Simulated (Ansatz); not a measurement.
Basis-set extrapolation for C₂H₆F₂OSi, SMILES `FCOC(F)[SiH3]` (PBE0-D4/def2-TZVP geometry, frozen core, Ansatz 0.2.0). Multiplicity 1, RHF reference.

```json
{"": "HF", "def2-TZVPP": "-642.042388", "def2-QZVPP": "-642.067100"}
{"": "MP2 correlation", "def2-TZVPP": "-1.191839", "def2-QZVPP": "-1.290859"}
{"": "CCSD(T) correlation", "def2-TZVPP": "-1.274677", "def2-QZVPP": "not run"}
```

Energies in hartree. Use E(X) = E(∞) + A·exp(−7.88·√X) for Hartree–Fock and E(X) = E(∞) + B·X^(−2.97) for correlation, with X = 3 and 4, and add CCSD(T) minus MP2 of the smaller set to the MP2 limit.

Task: What is the CCSD(T) energy at the basis-set limit?

Result: HF limit: -642.067100 + (-0.024712) × 0.13774 = -642.07050. MP2 limit: -1.290859 + (-0.099020) × 0.74074 = -1.36421. Higher-order term: -1.274677 − (-1.191839) = -0.08284. Total: -643.51755 hartree, 526.4 kJ/mol below CCSD(T)/def2-TZVPP.
